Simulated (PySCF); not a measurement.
FeO2, neutral, multiplicity 5. Atoms are numbered in the order given.

```xyz
3

Fe     0.0000     0.0000     0.3098
O      0.0000    -1.3674    -0.5034
O      0.0000     1.3674    -0.5034
```
Charge 0, spin multiplicity 5.

Geometry optimised at PBE0-D3(BJ)/def2-TZVP. The multiplicity is an assumed one; other spin states were not compared.

Method: TDA-CAM-B3LYP/def2-TZVPD (PySCF).

Vertical excitations. Gas-phase values at a fixed geometry.

Computed UV-visible absorptions:
```csv
state,energy (eV),λ (nm),f,main pairs
root 1,1.53,809,0.000,α HOMO→LUMO 97 %
root 2,1.75,709,0.000,α HOMO−1→LUMO 96 %
root 3,2.22,558,0.000,β HOMO→LUMO+1 95 %
root 4,2.45,506,0.002,"β HOMO−1→LUMO+2 75 %, β HOMO−1→LUMO 21 %"
root 5,2.51,494,0.000,"α HOMO−2→LUMO 23 %, β HOMO→LUMO+2 62 %"
root 6,2.55,486,0.000,"α HOMO−2→LUMO 40 %, β HOMO→LUMO 27 %, β HOMO−3→LUMO+1 16 %, β HOMO→LUMO+2 7 %, β HOMO−1→LUMO+3 6 %"
root 7,2.70,460,0.000,"β HOMO−1→LUMO+1 78 %, β HOMO−2→LUMO+2 13 %"
root 8,2.80,443,0.000,"β HOMO→LUMO 44 %, β HOMO−3→LUMO+1 38 %, β HOMO−1→LUMO+3 7 %"
root 9,2.81,441,0.000,"α HOMO−4→LUMO 14 %, β HOMO−3→LUMO+2 55 %, β HOMO−3→LUMO 23 %"
root 10,2.90,427,0.000,"α HOMO−3→LUMO 84 %, β HOMO→LUMO+4 9 %"
```
Unrestricted roots are not spin-pure.
